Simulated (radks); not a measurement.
Species: Ge5+. Configuration: [Ar] 3d9. Calculated with a radial shooting solver on a logarithmic mesh with Libxc functionals: scalar-relativistic Kohn-Sham, PBE, spin-polarised, spherical densities, point nucleus; open shells are filled with parallel spins first.

Normalised radial functions P(r) = r R(r), r in bohr:

r,3s up,3d up
0.005056,0.2006,0.0001
0.006428,0.2416,0.0001
0.008106,0.2856,0.0002
0.01022,0.3320,0.0005
0.01289,0.3774,0.0009
0.01639,0.4177,0.0018
0.02067,0.4415,0.0034
0.02607,0.4391,0.0064
0.03314,0.3943,0.0122
0.04179,0.2954,0.0223
0.0527,0.1319,0.0400
0.06646,-0.0940,0.0702
0.08449,-0.3678,0.1216
0.1066,-0.6151,0.1996
0.1344,-0.7607,0.3137
0.1695,-0.7111,0.4686
0.2154,-0.3912,0.6668
0.2717,0.1484,0.8742
0.3426,0.7697,1.0604
0.4321,1.2560,1.1786
0.5493,1.4259,1.1866
0.6927,1.2416,1.0740
0.8736,0.8544,0.8694
1.111,0.4478,0.6118
1.401,0.1803,0.3734
1.766,0.0519,0.1884
2.228,0.0099,0.0740

3s up: eigenvalue -245.58 eV, 2 radial nodes at r = 0.0607, 0.257 bohr, <r> = 0.618 bohr, 90 % of the charge inside 0.922 bohr. 3d up: eigenvalue -105.01 eV, 0 radial nodes, <r> = 0.682 bohr, 90 % of the charge inside 1.13 bohr.
